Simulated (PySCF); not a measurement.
**Telling isomers of C$_{3}$H$_{8}$O$_{3}$Si$_{2}$ apart by NMR**

PySCF 2.14 calculation with structure optimised with GFN2-xTB and shielding tensors at PBE0/pcSseg-1 (GIAO); fast rotation and ring inversion assumed for equivalent nuclei, no solvent, no relativistic terms, a single conformation.

Scale: TMS for ¹H (σ = 31.72 ppm) and ¹³C (σ = 186.93 ppm) (reference shieldings calculated alike). Where no couplings were computed, multiplicities follow the n + 1 count of equivalent neighbours, and m marks all less simple cases (inequivalent or close neighbours, rings, F or P nearby). Shifts are as computed. Against solution values, carbons near 30 ppm lie about +3 ppm off and those near 130 ppm about +5 ppm. Of 1313 compounds with measured shifts, 239 miss one by over three times the rms of a fit or turn the order of signals round; such compounds aren't used in these exercises. OH and NH positions are gas-phase values without hydrogen bonding to other molecules.

(1) Tabulate the signals of `O[Si@H]1O[SiH2]C2(CC2)O1`, `C=CO[Si@@](O)([SiH3])C=O` and their relative energies.

(2) What is the quickest way to tell O[Si@H]1O[SiH2]C2(CC2)O1 from C=CO[Si@@](O)([SiH3])C=O?

Results:

(1) 
```json
{"SMILES": "O[Si@H]1O[SiH2]C2(CC2)O1", "carbon types": "1×C 2×CH2", "δC": "48.0, 14.4, 12.4", "δH": "5.00 (m, 1H), 4.94 (m, 1H), 4.26 (s, 1H), 2.45 (br s, 1H), 1.10 (m, 1H), 1.09 (m, 1H), 0.41 (m, 1H), 0.28 (m, 1H)", "E rel. (kcal/mol)": "0.0"}
{"SMILES": "C=CO[Si@@](O)([SiH3])C=O", "carbon types": "2×CH 1×CH2", "δC": "252.3, 154.7, 99.5", "δH": "11.99 (s, 1H), 6.78 (m, 1H), 4.67 (m, 1H), 4.54 (m, 1H), 3.42 (s, 3H), 1.98 (br s, 1H)", "E rel. (kcal/mol)": "69.5"}
```

Energies are electronic energies at PBE0/pcSseg-1 on these geometries, without zero-point or thermal terms, each for the one conformer computed, which needn't be the lowest.

(2) Both give the same number of carbon signals, but DEPT or the intensities differ. The first has a three-membered-ring carbon (C) at 48.0 ppm, the second a carbonyl carbon (CH) at 252.3 ppm. In the proton spectra the most deshielded non-exchanging signals are 5.00 (m, 1H) and 11.99 (s, 1H).
